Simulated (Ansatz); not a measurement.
Basis sets compared for the cluster Te4As⁺. The state is a singlet with charge 1. Geometry PBE-D4/def2-SVP. Ansatz on 4 threads of Arm Neoverse V2 on a shared host; times are rough, and most runs start from earlier orbitals.

```xyz
5

As   -1.4845   -0.2955    0.6742
Te   -0.9296    1.9508   -0.6461
Te   -0.4847   -2.2961   -0.7507
Te    1.1252   -0.8890    1.0077
Te    1.7736    1.5299   -0.2851
```

In the def2 sets Te takes a core potential; there is no spin–orbit coupling. The structure comes from a short search, and lower isomers may exist.

| level | functions | energy (Eh) | HOMO (eV) | LUMO (eV) | wall time |
| --- | --- | --- | --- | --- | --- |
| PBE-D4/def2-SVP | 136 | -3307.2137 | -9.27 | -8.37 | 1.8 s |
| PBE0-D4/def2-SVP | 136 | -3307.3202 | -10.13 | -7.87 | 3.4 s |

Estimate the rows for PBE-D4/def2-TZVP (with forces), PBE0-D4/def2-TZVP.


| level | functions | energy (Eh) | HOMO (eV) | LUMO (eV) | wall time |
| --- | --- | --- | --- | --- | --- |
| PBE-D4/def2-TZVP (with forces) | 248 | -3307.5381 | -9.22 | -8.27 | 4.2 s |
| PBE0-D4/def2-TZVP | 248 | -3307.6455 | -10.07 | -7.74 | 9.5 s |
